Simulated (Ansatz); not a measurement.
A nudged elastic band was laid between two geometries of CH7BClO2PSi (14 atoms, charge 0, multiplicity 1).

Computed with RKS LDA/6-31G* in Ansatz 0.2.0.

```json
{"movable images": "7", "climbing image": "yes", "spring": "5.0 eV/Å²", "optimiser": "quadratic models (default)", "start path": "IDPP", "force threshold": "0.03 eV/Å", "iteration limit": "60", "end points": "relaxed"}
```

First end point:

```xyz
14
Properties=species:S:1:pos:R:3
B -1.513 0.723 -1.319
P -1.504 0.983 0.582
O -1.128 2.578 0.742
O -0.158 0.431 -0.589
Si 0.430 -1.131 -0.297
C 1.673 -1.020 1.059
Cl 1.325 -1.719 -2.046
H -2.063 -0.286 -1.702
H -1.439 1.712 -2.003
H -0.714 2.741 1.618
H -0.721 -2.050 -0.041
H 2.127 -2.008 1.251
H 2.477 -0.315 0.784
H 1.194 -0.669 1.991
```

Last end point:

```xyz
14
Properties=species:S:1:pos:R:3
B -1.539 0.785 -0.269
P -0.032 1.738 0.437
O 0.018 3.077 -0.517
O -0.127 0.416 -0.864
Si 0.518 -1.130 -0.607
C 0.565 -1.565 1.183
Cl 2.436 -1.051 -1.346
H -1.988 -0.091 0.443
H -2.228 1.346 -1.082
H 0.933 3.434 -0.543
H -0.291 -2.033 -1.475
H 0.972 -2.582 1.327
H 1.205 -0.850 1.732
H -0.454 -1.523 1.609
```

Problem. Which bonds break or form, and what moves?

Solution. No bond is made or broken. The dihedral P2–O4–Si5–C6 goes from -82 to 26°.

Problem. Give the energies along the band, and the barrier.

Solution. The forces met the threshold. The highest image is number 4 of 0 to 8, 0.033 eV above the first end and 0.084 eV above the last; the last end lies 0.051 eV below the first. A vibrational analysis at the climbing image gives no mode beyond 40i cm⁻¹: the surface is too flat there to confirm a saddle point.

```tsv
image	path coordinate (Å)	energy (eV)	dihedral P2–O4–Si5–C6 (°)
0	0.00	0.000	-82
1	0.72	0.007	-68
2	1.44	0.020	-54
3	2.16	0.029	-40
4	2.88	0.033	-27
5	3.65	0.024	-14
6	4.42	-0.004	-3
7	5.19	-0.040	10
8	5.96	-0.051	26
```

Problem. What is the geometry of the highest image?

Solution. 
```xyz
14
Properties=species:S:1:pos:R:3:forces:R:3
B -1.708 0.720 -0.941 0.01 -0.01 0.00
P -0.897 1.446 0.636 0.01 0.00 0.01
O -0.373 2.924 0.135 -0.01 0.01 -0.01
O -0.193 0.365 -0.691 -0.01 0.00 0.00
Si 0.492 -1.165 -0.478 0.01 0.00 -0.01
C 1.170 -1.304 1.231 0.00 0.00 0.00
Cl 2.018 -1.307 -1.846 0.00 0.00 0.00
H -2.434 -0.233 -0.757 0.00 0.00 0.00
H -1.843 1.452 -1.889 0.00 0.00 0.00
H 0.366 3.231 0.703 0.00 -0.01 0.00
H -0.551 -2.168 -0.842 0.00 0.00 0.00
H 1.690 -2.270 1.362 0.00 0.00 0.00
H 1.892 -0.491 1.428 0.00 0.00 0.00
H 0.360 -1.230 1.979 0.00 0.00 0.00
```

The band took 9 iterations and about 6 core-minutes.

Time of the run: 2.9 min on 2 threads of Arm Neoverse V1, on a shared host, peak memory 0.19 GiB.
